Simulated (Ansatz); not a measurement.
Gas-phase electronic energies from Ansatz, PBE0-D4/def2-TZVP geometries. CBS: MP2 limit from def2 TZ/QZ plus the TZ coupled-cluster correction, frozen cores. Functionals use def2-TZVPP. For Se outer-core shells are correlated without core-valence functions, which leaves a few kJ/mol of doubt a bond. Scalar relativity is left out up to krypton. One conformer a species, not always the lowest.

`C=N[SiH2]N` + `CC[SeH]` → `C=N[SiH2]C` + `NC[SeH]`  (redistribution)

CCSD(T)/CBS gives +95.6 kJ/mol.

Task: Another level gave +94.1 kJ/mol. Which?
A. PBE0-D4/def2-TZVPP
B. PBE-D4/def2-TZVPP
C. MP2/def2-TZVPP
D. PBE-QIDH/def2-TZVPP

Result: D. PBE-QIDH 94.1, MP2/def2-TZVPP 98.8, PBE0-D4 87.5, PBE-D4 83.0 kJ/mol.

Largest T1 diagnostic among the species: 0.012.

Leaving LDA and LC-ωPBE aside and taking each functional with its dispersion term where it has one, the values, not all of them listed here, spread over 14.2 kJ/mol, from revPBE-D4 to BHLYP-D4. At CCSD(T), def2-SVP lies −7.2 kJ/mol from the extrapolated value and def2-TZVPP −1.3 kJ/mol. From BLYP to BHLYP (50 % exact exchange), in def2-TZVPP and without D4, ΔE moves by +9.3 kJ/mol.
